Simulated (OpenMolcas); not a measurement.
## A ladder of methods for C4H12Ge (SMILES CC(C)C[GeH3])

The species is C4H12Ge (17 atoms), meant as a singlet with charge 0. SMILES: `CC(C)C[GeH3]`. The coordinates come from a PBE0-D4/def2-TZVP relaxation. This is one conformer, not always the lowest.

Quantity: the vertical ionisation energy (to the doublet cation), in eV. The values are calculated.

| level | kind | program | value (eV) | CPU time (all runs) |
| --- | --- | --- | --- | --- |
| HF/6-31G* (spherical functions) | Hartree–Fock | OpenMolcas | 9.61 | 51 s |
| SVWN5/6-31G* (spherical functions) | LDA | OpenMolcas | 9.80 | 3.3 min |
| BLYP/6-31G* (spherical functions) | GGA | OpenMolcas | 9.54 | 4.9 min |
| revPBE/6-31G* (spherical functions) | GGA | OpenMolcas | 9.65 | 4.9 min |
| r2SCAN/6-31G* (spherical functions) | meta-GGA | OpenMolcas | 9.86 | 6.4 min |
| PBE0/6-31G* (spherical functions) | global hybrid | OpenMolcas | 10.03 | 4.6 min |

All-electron rows without a relativistic Hamiltonian named are non-relativistic. The values span 9.54 to 10.03 eV. CPU times are rough (shared hosts, several kinds of processor and program).
